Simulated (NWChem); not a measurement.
System: C₃H₃, doublet; SMILES [CH]=C=C

```xyz
6

C      0.0000     0.0000     1.2594
C      0.0000     0.0000    -0.1134
C      0.0000     0.0000    -1.3577
H      0.0000     0.9455     1.8249
H      0.0000    -0.9455     1.8249
H      0.0000     0.0000    -2.4384
```
Atoms are numbered in this order, from 1.

Level: PBE-D3(BJ)/def2-SVP, spin-unrestricted (NWChem), optimised geometry, unscaled harmonic frequencies. In the optimisation the excess spin sits in b1 (C2v, its own frame).

```tsv
frequency (cm⁻¹)	IR intensity (km/mol)
342	4.9
411	14.8
447	32.7
609	45.4
658	45.8
969	0.1
1090	1.2
1381	2.0
1985	0.8
3074	0.8
3175	0.0
3402	65.8
```

- zero-point energy: 25.1 kcal/mol
- thermal correction to the enthalpy at 298.15 K (with zero-point energy): 28.2 kcal/mol
- heat capacity Cv: 13.1 cal/(mol K)
- entropy at 298.15 K and 1 atm (symmetry number 2, electronic part: spin degeneracy alone): 60.9 cal/(mol K)
- dipole moment: 0.05 D

Rigid rotor and harmonic oscillator.
